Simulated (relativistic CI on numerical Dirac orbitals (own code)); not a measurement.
## d2 in a ligand field

Computed with a parametric ligand-field model of a d^n configuration (Racah B and C, spin-orbit zeta, crystal field), exact diagonalisation.

Field parameters in Wybourne normalisation: Oh B⁴₀ = 21Dq, B⁴₄ = √(5/14) B⁴₀; Td as Oh with Dq negative (B⁴₀ = 21Dq, B⁴₄ = √(5/14) B⁴₀). The field is a parameter set, without covalency.

(1) A d2 ion in Oh symmetry has the ground term 3T1 and bands at 1T2 9420 cm⁻¹ (1062 nm), 1E 9493 cm⁻¹ (1053 nm), 1A1 22049 cm⁻¹ (454 nm), 3T2 35085 cm⁻¹ (285 nm), 3T1 43369 cm⁻¹ (231 nm), 3A2 71785 cm⁻¹ (139 nm). Which parameters reproduce them?

(2) A d2 ion in Oh symmetry has the ground term 3T1 and bands at 1T2 13733 cm⁻¹ (728 nm), 1E 13861 cm⁻¹ (721 nm), 1A1 31062 cm⁻¹ (322 nm), 3T2 33478 cm⁻¹ (299 nm), 3T1 44406 cm⁻¹ (225 nm), 3A2 68928 cm⁻¹ (145 nm). Which parameters reproduce them?

(3) Ground term and bands for B = 400, C = 1810, ζ = 0 cm⁻¹, Oh, 10Dq = 17750 cm⁻¹?

(4) A d2 ion in Td symmetry has the ground term 3A2 and bands at 1E 4648 cm⁻¹ (2152 nm), 1A1 8596 cm⁻¹ (1163 nm), 3T2 10150 cm⁻¹ (985 nm), 3T1 13338 cm⁻¹ (750 nm), 1T2 14748 cm⁻¹ (678 nm), 3T1 21612 cm⁻¹ (463 nm). Which parameters reproduce them?

(5) Ground term and bands for B = 380, C = 1340, ζ = 0 cm⁻¹, Oh, 10Dq = 35750 cm⁻¹?

## Answers

(1) B = 660, C = 2620, ζ = 0 cm⁻¹, Oh, 10Dq = 36700 cm⁻¹.

(2) B = 860, C = 4110, ζ = 0 cm⁻¹, Oh, 10Dq = 35450 cm⁻¹.

(3) Ground term 3T1 with 0.01 electrons in the two orbitals of the cubic e set. Spin-allowed: 3T2 16816 cm⁻¹ (595 nm), 3T1 21883 cm⁻¹ (457 nm), 3A2 34566 cm⁻¹ (289 nm). Lowest spin-forbidden: 1T2 6176 cm⁻¹ (1619 nm), 1E 6232 cm⁻¹ (1605 nm), 1A1 14117 cm⁻¹ (708 nm).

(4) B = 300, C = 1150, ζ = 0 cm⁻¹, Td, 10Dq = -10150 cm⁻¹.

(5) Ground term 3T1 with 0.00 electrons in the two orbitals of the cubic e set. Spin-allowed: 3T2 34742 cm⁻¹ (288 nm), 3T1 39435 cm⁻¹ (254 nm), 3A2 70492 cm⁻¹ (142 nm). Lowest spin-forbidden: 1T2 5043 cm⁻¹ (1983 nm), 1E 5068 cm⁻¹ (1973 nm), 1A1 12153 cm⁻¹ (823 nm).
